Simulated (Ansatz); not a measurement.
The same isomerisation along the group O, S, Se.

Program: Ansatz. Geometries: PBE0-D4/def2-TZVP. ΔE: electronic, gas phase. CCSD(T)/CBS adds triple-zeta CCSD(T) − MP2 to the extrapolated MP2 energy (def2 sets, frozen cores). DFT in def2-TZVPP. For Se outer-core shells are correlated without core-valence functions, which leaves a few kJ/mol of doubt a bond. Scalar relativity is left out up to krypton. Each species was taken in one conformer, which may not be the lowest.

```csv
reaction,PBE-D4 (kJ/mol),CCSD/CBS(def2) (kJ/mol),ωB97X-V (kJ/mol),PBE0-D4 (kJ/mol)
`N[SiH](O)[SiH3]` → `O[SiH2]N[SiH3]`,-41,-65,-59,-48
`N[SiH]([SiH3])S` → `[SiH3]N[SiH2]S`,-38,-62,-57,-45
`N[SiH]([SiH3])[SeH]` → `[SiH3]N[SiH2][SeH]`,-38,-61,-56,-44
```

(1) Give the CCSD(T)/CBS values in the same order. (An estimate is asked.)

Largest T1 diagnostic: 0.012, for `N[SiH](O)[SiH3]`.

Results:

(1) The calculation gave: -63, -60, -59 kJ/mol.
